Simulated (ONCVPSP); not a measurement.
Mg: excitation energies, all-electron against ONCV

Mg, optimised norm-conserving Vanderbilt (ONCV), made with ONCVPSP 4.0.1 (revPBE, scalar-relativistic). Core [He], reference 2s2 2p6 3s2. Waves: 2s+3s: rc 1.10 bohr, ncon 4, nbas 7, qcut 10.5 1/bohr, 2 projectors; 2p: rc 1.00 bohr, ncon 4, nbas 8, qcut 12.8 1/bohr, 1 projector. Local part: polynomial inside 0.95 bohr (lpopt 5, dvloc0 2 Ha). Core correction: none.

Energies are relative to the spin-unpolarised reference configuration 2s2 2p6 3s2; without spin polarisation the order of configurations can differ from experiment.

(1) Give the all-electron excitation energy and the error of the potential for: 2s2 2p6 3s1; 2s2 2p6 3s0; 2s2 2p6 3s1.5; 2s1 2p6 3s2.

Levels in the configuration 2s2 2p6 3s1:

```
level  all-electron (eV)  pseudo (eV)
   2s            -89.010      -89.021
   2p            -55.640      -55.647
   3s            -11.293      -11.293
```

Answers

(1)

```tsv
valence configuration	charge	ΔE all-electron (eV)	error AE − PS (meV)
2s2 2p6 3s1	+1	7.912	-0.2
2s2 2p6 3s0	+2	22.857	-1.3
2s2 2p6 3s1.5	+0.5	3.128	0.0
2s1 2p6 3s2	+1	91.577	-267
```
